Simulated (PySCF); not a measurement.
Input for PySCF: R-BP86/LANL2DZ on H4MoO4Si (SMILES [O]=[Mo](=[O])([OH])[O][SiH3]), 2S+1 = 1, a spin state set in the input, which need not be the lowest.

```python
from pyscf import gto, scf, dft, mp
from pyscf.data.elements import chemcore

mol = gto.M(
    atom='''
    Mo   -0.68153978    1.07111352    0.51977713
    O    -0.46421426    2.50609723   -0.34376425
    O     0.01788724    1.25518630    2.04549142
    O    -2.51767899    0.70789766    0.72572365
    H    -3.20841776    1.14926384    0.21920978
    O     0.14787400   -0.33433976   -0.38386161
    Si    1.38511132   -1.39470287   -0.68686352
    H     2.14058218   -1.62756618    0.56224335
    H     2.26649111   -0.81280611   -1.72066988
    H     0.78731567   -2.65586229   -1.17176179
    ''',
    basis='lanl2dz',
    ecp={'Mo': 'lanl2dz', 'Si': 'lanl2dz'},
    charge=0, spin=0, verbose=3, max_memory=1800)
mf = dft.RKS(mol, xc='b88,p86')
mf.conv_tol = 1e-8
mf.max_cycle = 100
mf.kernel()
if not mf.converged:
    mf = mf.newton().run(mf.mo_coeff, mf.mo_occ)
```

Predict the final total energy.

-374.9866 hartree.
